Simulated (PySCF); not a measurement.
Bi(Cl)3 anion (BiCl3), SMILES [Cl][Bi]([Cl])[Cl] (connectivity only; charge and spin as stated), charge -1, multiplicity 2.

Coordinates come from a PBE0-D3(BJ)/def2-SVPD optimisation. The spin state was assumed, not searched. The isomer is the one that the SMILES or the coordinates give; other isomers of the formula were not compared. The def2 effective core potentials stand for the cores of Bi; spin–orbit coupling is left out.

Two levels are set side by side: PBE/def2-TZVPD (PySCF) and ωB97X/def2-TZVPD (PySCF). Same geometry, gas phase. Differences are taken from unrounded values.

```
quantity                       PBE
---------------------------  -----
α-spin orbital gap (eV)       2.46
β-spin orbital gap (eV)       2.66
mean polarisability (bohr³)  125.5
```

These are the PBE values. What does ωB97X give? (An estimate is asked for; the answer gives what the named calculation found.)


| quantity | ωB97X | PBE minus ωB97X |
|---|---|---|
| α-spin orbital gap (eV) | 8.17 | -5.71 |
| β-spin orbital gap (eV) | 7.66 | -5.00 |
| mean polarisability (bohr³) | 114.7 | 10.9 |

PBE's more diffuse valence density responds more strongly to a field. Differences between two approximate levels are no errors against the true value.

Rough cost on one machine, each run with all the roots and properties that it gave: ωB97X against PBE within a factor of 2.
